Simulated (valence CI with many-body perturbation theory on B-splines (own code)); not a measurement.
# Level structure of Mn V

Level of theory: relativistic CI+MBPT: three valence electrons over a frozen Dirac-Fock core [Ar], radial functions for each j: 9 s, 9 p, 10 d, 8 f, 5 g, 3 h, 1 i, with the one-electron correlation potential Σ1 (screened to all orders), the two-electron term Σ2, the three-electron term Σ3, Breit, model QED; selected single and double excitations, second order for the rest, scaled by the run's own slope (own B-spline code, finite nucleus).

Against 62 measured levels this calculation errs by 835 cm⁻¹ on average and by 1518 at most. These come from a selection out of Corliss and Sugar, J. Phys. Chem. Ref. Data 6, 1253 (1977). Levels without a partner in it may be off by more, other configurations by 1,000 to 8,000 cm⁻¹.

Levels 1 to 45 of 73, with energies above the lowest level, 3d3 4F_3/2. "Leading %" is the weight of the configuration and term that name the level; weights of strongly mixed levels are sums over their largest components and can fall short. In the jj column 3d3/2^4 stands for four electrons in 3d with j = 3/2.

| No. | Configuration | Term | J | E (eV) | Leading % | Leading jj | g |
| --- | --- | --- | --- | --- | --- | --- | --- |
| 1 | 3d3 | 4F | 3/2 | 0.000 | 100 | 3d3/2^3 (36 %) | 0.399 |
| 2 | 3d3 | 4F | 5/2 | 0.044 | 100 | 3d3/2^2 3d5/2 (76 %) | 1.028 |
| 3 | 3d3 | 4F | 7/2 | 0.103 | 100 | 3d3/2 3d5/2^2 (78 %) | 1.238 |
| 4 | 3d3 | 4F | 9/2 | 0.174 | 100 | 3d3/2 3d5/2^2 (46 %) | 1.333 |
| 5 | 3d3 | 4P | 1/2 | 2.100 | 99 | 3d3/2^2 3d5/2 (61 %) | 2.657 |
| 6 | 3d3 | 4P | 3/2 | 2.120 | 98 | 3d3/2^2 3d5/2 (45 %) | 1.727 |
| 7 | 3d3 | 4P | 5/2 | 2.176 | 100 | 3d3/2 3d5/2^2 (62 %) | 1.600 |
| 8 | 3d3 | 2G | 7/2 | 2.190 | 100 | 3d3/2^2 3d5/2 (50 %) | 0.888 |
| 9 | 3d3 | 2G | 9/2 | 2.252 | 98 | 3d3/2^2 3d5/2 (48 %) | 1.109 |
| 10 | 3d3 | 2P | 3/2 | 2.905 | 64 | 3d3/2^3 (40 %) | 1.155 |
| 11 | 3d3 | 2P | 1/2 | 2.921 | 99 | 3d3/2 3d5/2^2 (61 %) | 0.678 |
| 12 | 3d3 | 2H | 9/2 | 3.010 | 98 | 3d3/2 3d5/2^2 (44 %) | 0.911 |
| 13 | 3d3 | 2H | 11/2 | 3.054 | 100 | 3d3/2 3d5/2^2 (100 %) | 1.091 |
| 14 | 3d3 | 2D | 5/2 | 3.122 | 99 | 3d3/2 3d5/2^2 (51 %) | 1.200 |
| 15 | 3d3 | 2D | 3/2 | 3.124 | 65 | 3d5/2^3 (69 %) | 0.984 |
| 16 | 3d3 | 2F | 7/2 | 5.036 | 100 | 3d3/2 3d5/2^2 (71 %) | 1.143 |
| 17 | 3d3 | 2F | 5/2 | 5.071 | 99 | 3d3/2 3d5/2^2 (54 %) | 0.857 |
| 18 | 3d3 | 2D | 5/2 | 7.882 | 99 | 3d3/2^2 3d5/2 (55 %) | 1.200 |
| 19 | 3d3 | 2D | 3/2 | 7.911 | 99 | 3d3/2 3d5/2^2 (87 %) | 0.799 |
| 20 | 3d2.4s | 4F | 3/2 | 21.785 | 99 | 3d3/2^2 4s (70 %) | 0.399 |
| 21 | 3d2.4s | 4F | 5/2 | 21.832 | 99 | 3d3/2 3d5/2 4s (61 %) | 1.028 |
| 22 | 3d2.4s | 4F | 7/2 | 21.899 | 99 | 3d3/2 3d5/2 4s (84 %) | 1.238 |
| 23 | 3d2.4s | 4F | 9/2 | 21.986 | 99 | 3d5/2^2 4s (78 %) | 1.334 |
| 24 | 3d2.4s | 2F | 5/2 | 22.589 | 98 | 3d3/2 3d5/2 4s (61 %) | 0.858 |
| 25 | 3d2.4s | 2F | 7/2 | 22.725 | 98 | 3d5/2^2 4s (62 %) | 1.143 |
| 26 | 3d2.4s | 2D | 5/2 | 23.932 | 78 | 3d3/2 3d5/2 4s (61 %) | 1.284 |
| 27 | 3d2.4s | 2D | 3/2 | 23.957 | 88 | 3d3/2 3d5/2 4s (46 %) | 0.898 |
| 28 | 3d2.4s | 4P | 1/2 | 24.023 | 99 | 3d3/2^2 4s (42 %) | 2.669 |
| 29 | 3d2.4s | 4P | 3/2 | 24.064 | 89 | 3d3/2 3d5/2 4s (79 %) | 1.639 |
| 30 | 3d2.4s | 4P | 5/2 | 24.140 | 78 | 3d5/2^2 4s (84 %) | 1.516 |
| 31 | 3d2.4s | 2P | 1/2 | 24.754 | 98 | 3d3/2 3d5/2 4s (68 %) | 0.667 |
| 32 | 3d2.4s | 2P | 3/2 | 24.815 | 98 | 3d3/2 3d5/2 4s (50 %) | 1.329 |
| 33 | 3d2.4s | 2G | 9/2 | 25.097 | 99 | 3d3/2 3d5/2 4s (78 %) | 1.111 |
| 34 | 3d2.4s | 2G | 7/2 | 25.099 | 99 | 3d3/2 3d5/2 4s (77 %) | 0.888 |
| 35 | 3d2.4s | 2S | 1/2 | 29.388 | 99 | 3d5/2^2 4s (62 %) | 2.002 |
| 36 | 3d2.4p | 4G° | 5/2 | 29.846 | 91 | 3d3/2^2 4p1/2 (66 %) | 0.595 |
| 37 | 3d2.4p | 4G° | 7/2 | 29.951 | 93 | 3d3/2 3d5/2 4p1/2 (71 %) | 0.997 |
| 38 | 3d2.4p | 4F° | 3/2 | 29.998 | 93 | 3d3/2^2 4p1/2 (45 %) | 0.425 |
| 39 | 3d2.4p | 4F° | 5/2 | 30.068 | 94 | 3d3/2 3d5/2 4p1/2 (52 %) | 1.031 |
| 40 | 3d2.4p | 4G° | 9/2 | 30.079 | 93 | 3d3/2 3d5/2 4p3/2 (52 %) | 1.180 |
| 41 | 3d2.4p | 4F° | 7/2 | 30.154 | 94 | 3d3/2 3d5/2 4p3/2 (56 %) | 1.229 |
| 42 | 3d2.4p | 4G° | 11/2 | 30.232 | 99 | 3d5/2^2 4p3/2 (78 %) | 1.273 |
| 43 | 3d2.4p | 4F° | 9/2 | 30.247 | 92 | 3d5/2^2 4p3/2 (44 %) | 1.322 |
| 44 | 3d2.4p | 2F° | 5/2 | 30.291 | 72 | 3d3/2^2 4p3/2 (32 %) | 0.929 |
| 45 | 3d2.4p | 2D° | 3/2 | 30.385 | 49 | 3d3/2^2 4p3/2 (56 %) | 0.963 |

Names give the largest LS component (configuration and term), which can be under half, so a name can repeat, a term be missing and a line seem to break the LS rules; names also repeat where a configuration has a term twice.

The ionisation energy to 3d2 3F_2 of the next ion comes out as 72.046 eV (NIST: 72.41 ± 0.1 eV (semi-empirical), further off than twice its uncertainty). All 73 levels together are meant to be complete up to 33.573 eV.
